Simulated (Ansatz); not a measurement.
Heat of formation of CBr2Cl2 (dibromodichloromethane) from total energies

CBr2Cl2: 5 atoms, total charge 0, spin state singlet. SMILES: `ClC(Cl)(Br)Br`. The shape is that of a PBE0-D4/def2-TZVP optimisation.

Total energies at RPA@PBE/6-31G* (spherical functions), 29 core orbitals frozen (Ansatz 0.2.0); the atoms run unrestricted:

| species | state | energy (Eh) |
| --- | --- | --- |
| CBr2Cl2 | singlet | -6102.242459 |
| Cl | doublet | -459.634898 |
| C | triplet | -37.810467 |
| Br | doublet | -2572.412118 |

Harmonic wavenumbers at PBE0-D4/def2-TZVP, in cm⁻¹: 154, 174, 233, 245, 265, 391, 696, 750, 786.

Measured heats of formation of the gaseous atoms at 298.15 K, in kJ/mol: Cl 121.3, C 716.9, Br 111.9. Spin-orbit lowering of the atoms at 298 K (mean of the ground term's levels less their thermal mean, from spectra), in kJ/mol: Cl 3.44, C 0.02, Br 14.69. Take 1 Eh = 2625.50 kJ/mol, 1 cm⁻¹ = 0.0119627 kJ/mol, RT = 2.479 kJ/mol.

**Question.** What heat of formation follows?

**Answer.** 
1. Electronic atomisation energy: 2 × (-459.634898) + (-37.810467) + 2 × (-2572.412118) − (-6102.242459) = 0.337960 Eh = 887.3 kJ/mol.
2. Zero-point energy: half the sum of the wavenumbers, 1847 cm⁻¹ = 22.1 kJ/mol.
3. Thermal vibrational enthalpy, Σ hcν̃/(exp(hcν̃/kT) − 1): 8.7 kJ/mol. Translation, rotation and pV of a non-linear molecule: 4 RT = 9.9 kJ/mol.
4. The 5 free atoms carry 5/2 RT each: 31.0 kJ/mol.
5. Spin-orbit coupling lowers the free atoms by 2 × 3.44 + 0.02 + 2 × 14.69 = 36.3 kJ/mol.
6. Atomisation enthalpy at 298 K: 887.3 − 36.3 − 22.1 − 8.7 − 9.9 + 31.0 = 841.3 kJ/mol.
7. Sum of the atoms' heats of formation: 1183.3 kJ/mol. Heat of formation: 1183.3 − 841.3 = +342.0 kJ/mol.

The tabulated value is +3.4 kJ/mol (Active Thermochemical Tables), so this level is off by +338.6 kJ/mol, or 28.7 % of the atomisation enthalpy that the table implies (1179.8 kJ/mol). Relativity is left out. Anharmonicity and any spin-orbit splitting of the molecule are left out, and so is core correlation.
